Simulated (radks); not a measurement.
Excited configurations of the beryllium ion Be2+: one electron is placed in a higher orbital outside 1s1. The ground configuration is [He]. Method: non-relativistic Kohn-Sham, r2SCAN, spin-unpolarised, spherical densities, point nucleus; meta-GGA in the generalised Kohn-Sham scheme; computed with a radial shooting solver on a logarithmic mesh with Libxc functionals. Excitation = E - E(ground); binding = E(ion) - E, where the ion is the core of charge +3; n* = 3/sqrt(2 binding) in atomic units, and the quantum defect is n - n*.

| outer orbital | excitation (eV) | binding (eV) | eigenvalue (eV) | <r> (bohr) |
|---|---|---|---|---|
| 3d | 147.61 | 12.863 | -10.355 | 3.644 |
| 4f | 153.12 | 7.352 | -5.903 | 6.199 |
| 5s | 155.33 | 5.148 | -4.501 | 11.93 |
| 6s | 156.91 | 3.561 | -3.125 | 17.32 |
| 7p | 157.92 | 2.553 | -2.237 | 23.99 |

The Delta-SCF ionisation energy is 160.48 eV (NIST Atomic Spectra Database: 153.90 eV, theoretical). Self-interaction in the functional shifts the binding energies and quantum defects, so they are the method's values and not measured ones. Spin polarisation and multiplet splitting are left out, so open shells lie too high by an amount that depends on their filling.

Beside tabulated values, note that spin-unpolarised runs miss the spin-polarisation part of the exchange energy of open shells.
